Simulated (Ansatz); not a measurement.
Harmonic frequencies (cm⁻¹) at PBE0-D4/def2-TZVP from Ansatz: 67, 133, 153, 378, 433, 518, 626, 819, 849, 912, 1001, 1074, 1120, 1153, 1191, 1367, 1409, 1450, 1467, 1475, 1740, 3051, 3118, 3121, 3151, 3208, 3469.

Each molecule was computed in one conformer, which needn't be the lowest.

Question: Which molecule is it?
A. `CNBS`
B. `[CH3][SbH][OH]`
C. `CC(=N)CI`
D. `BSCN`

Answer: C.
